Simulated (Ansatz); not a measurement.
`Cl[CH2][SnH3]` + `CCN` → `CC[NH][SnH3]` + `CCl` at 700 K and 1 bar (ligand exchange at the Sn–C bond).

Calculated with Ansatz (gas phase, PBE0-D4/def2-TZVP geometries, no zero-point term in ΔE). CCSD(T)/CBS is the MP2 limit (def2-TZVPP, def2-QZVPP) plus CCSD(T) − MP2 in def2-TZVPP, frozen cores. This one scheme is used for every species. Elements past krypton have def2 core potentials. For Sn outer-core shells are correlated without core-valence functions, which leaves a few kJ/mol of doubt a bond. One conformer a species, not always the lowest.

```
        species  CCSD(T)/CBS energy (Eh)  H − E (kJ/mol)  S (J/(mol·K))
`Cl[CH2][SnH3]`               -714.83276           188.0          419.9
          `CCN`               -135.01652           298.7          354.6
 `CC[NH][SnH3]`               -350.22359           353.5          485.9
          `CCl`               -499.63220           131.4          278.6
```

H − E and S are ideal-gas, rigid-rotor, harmonic terms from PBE0-D4/def2-TZVP, for one conformer and one mirror image of each species. 1 Eh = 2625.50 kJ/mol, R = 8.31446 J/(mol·K).

By hand: ΔE, ΔH, ΔS and ΔG.

ΔE = (-350.22359) + (-499.63220) − (-714.83276) − (-135.01652) = -0.00651 Eh = -17.1 kJ/mol. Δ(H − E) = 353.5 + 131.4 − 188.0 − 298.7 = -1.8, so ΔH = -18.9 kJ/mol. ΔS = 485.9 + 278.6 − 419.9 − 354.6 = -10.0 J/(mol·K). ΔG = -18.9 − 700 × (-10.0)/1000 = -11.9 kJ/mol.

By hand: the equilibrium constant, and the temperature at which ΔG would vanish if ΔH and ΔS stayed fixed.

log₁₀ K = −ΔG/(RT ln 10) = 0.9. ΔG = 0 at ΔH/ΔS = 1890 K, though so small a ΔS makes that figure unsure.

TΔS isn't small against ΔH here. A doubt of 5 kJ/mol in ΔE shifts log₁₀ K by 0.4 here. Other conformers and mirror images would add mixing entropy, several J/(mol·K) or more a flexible species. These are equilibria of isolated gas molecules and say nothing of rates. Largest T1 diagnostic: 0.012 (customary marks: 0.02 for closed shells, 0.045 for open ones).
